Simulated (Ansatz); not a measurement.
Born–Oppenheimer molecular dynamics of CHOSe (4 atoms, charge 0, multiplicity 2). It starts at the highest image of a converged band, a first-order saddle point between two minima.

These are results of Ansatz, UKS PBE0/def2-SVPD, not measurements.

| Item | Value |
| --- | --- |
| ensemble | NVE (velocity Verlet) |
| time step | 0.5 fs |
| steps asked | 200 |
| starting velocities drawn for | 100 K |
| seed | 11012 |

First frame:

```xyz
4
Properties=species:S:1:pos:R:3
O -1.127 0.071 -0.135
C 0.142 -0.029 0.033
Se 1.414 -0.910 0.811
H -0.430 0.868 -0.708
```

Question: How far do the bonds stretch over the last three quarters of this one trajectory? (Pairs bonded in most of those frames.)

Answer: 
| bond | mean (Å) | spread (Å) | shortest | longest |
| --- | --- | --- | --- | --- |
| O1–C2 | 1.312 | 0.068 | 1.21 | 1.45 |
| O1–H4 | 0.994 | 0.063 | 0.87 | 1.10 |
| C2–Se3 | 1.779 | 0.109 | 1.58 | 1.92 |

Mean temperature of the second half: 2759 K. The conserved energy stayed within 1.5 meV per atom of its start (net change -0.43 meV per atom), so the integration is sound. The kinetic energy rose, since the run started high on the potential surface and went downhill. A run of 0.1 ps of so small a system gives no equilibrium averages.

Time of the run: 7.9 min on 2 threads of Intel(R) Xeon(R) CPU @ 2.60GHz (Ice Lake), on a shared host, peak memory 0.27 GiB.
